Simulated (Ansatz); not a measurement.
C3H10GeO, SMILES `CC(C)[O][GeH3]`, relaxed with RKS PBE0-D4/def2-TZVP in Ansatz 0.2.0 from a PBE-D4/def2-SVP geometry. The force threshold is 0.005 eV/Å; the program also tests the step.

Total charge 0; spin multiplicity 1.

Start:

```xyz
15

C     0.116    1.427    0.551
C    -0.319   -0.035    0.420
C    -1.812   -0.222    0.679
O    -0.061   -0.535   -0.896
Ge    1.606   -1.039   -1.367
H     1.205    1.544    0.374
H    -0.421    2.050   -0.194
H    -0.105    1.821    1.563
H     0.247   -0.641    1.174
H    -2.090   -1.289    0.582
H    -2.400    0.355   -0.064
H    -2.088    0.126    1.694
H     1.405   -1.777   -2.712
H     2.545    0.193   -1.546
H     2.172   -1.978   -0.258
```

**Question.** By how much does the energy fall, and how many steps does the optimiser take? (Best estimate.)

**Answer.** The calculation gave: 0.06 eV, in 14 steps.

**Question.** Which bonds change most? (Estimate.)

**Answer.** The calculation gave: O4–Ge5 from 1.804 to 1.778 Å; C2–H9 from 1.121 to 1.102 Å; Ge5–H14 from 1.559 to 1.541 Å; Ge5–H15 from 1.559 to 1.542 Å.

**Question.** Give the relaxed structure. (Best estimate.)

**Answer.** Computed: 
```xyz
15

C     0.145    1.368    0.567
C    -0.329   -0.066    0.418
C    -1.818   -0.199    0.657
O    -0.069   -0.561   -0.885
Ge    1.588   -0.996   -1.364
H     1.224    1.452    0.416
H    -0.353    2.004   -0.170
H    -0.082    1.750    1.565
H     0.201   -0.689    1.158
H    -2.131   -1.238    0.541
H    -2.367    0.408   -0.068
H    -2.082    0.137    1.662
H     1.415   -1.868   -2.612
H     2.415    0.264   -1.685
H     2.242   -1.766   -0.199
```
